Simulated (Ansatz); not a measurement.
`[Br][SnH]([Br])[Br]` + `[F][GaH][F]` → `[F][SnH]([Br])[Br]` + `[F][GaH][Br]`  (redistribution)

Program: Ansatz. Geometries: PBE0-D4/def2-TZVP. ΔE: electronic, gas phase. CCSD(T)/CBS is the MP2 limit (def2-TZVPP, def2-QZVPP) plus CCSD(T) − MP2 in def2-TZVPP, frozen cores. DFT in def2-TZVPP. B3LYP here is the variant with VWN-RPA as its local correlation; programs differ in this. Elements past krypton have def2 core potentials. For Br, Ga, Sn outer-core shells are correlated without core-valence functions, which leaves a few kJ/mol of doubt a bond. Scalar relativity is left out up to krypton.

| level | ΔE (eV) |
| --- | --- |
| B3LYP-D4 | 0.08 |
| ωB97M-V | 0.06 |
| B2PLYP | 0.07 |
| r2SCAN0 | 0.06 |

Question: What does CCSD(T)/CBS give? (Best estimate.)

Answer: Ansatz gave: +0.09 eV. The listed levels differ from it by -0.01, -0.03, -0.02, -0.03 eV.

Largest T1 diagnostic among the species: 0.015.

Leaving LDA and LC-ωPBE aside and taking each functional with its dispersion term where it has one, the values, not all of them listed here, spread over 0.09 eV, from B97M-V to PBE-QIDH. LDA lies +0.03 eV from PBE without D4. The D4 term adds +0.04 eV with B3LYP and +0.02 eV with PBE0; it sums over pairs of atoms, weighted by their polarisabilities, and B3LYP, whose exchange is more repulsive, gets the larger term.
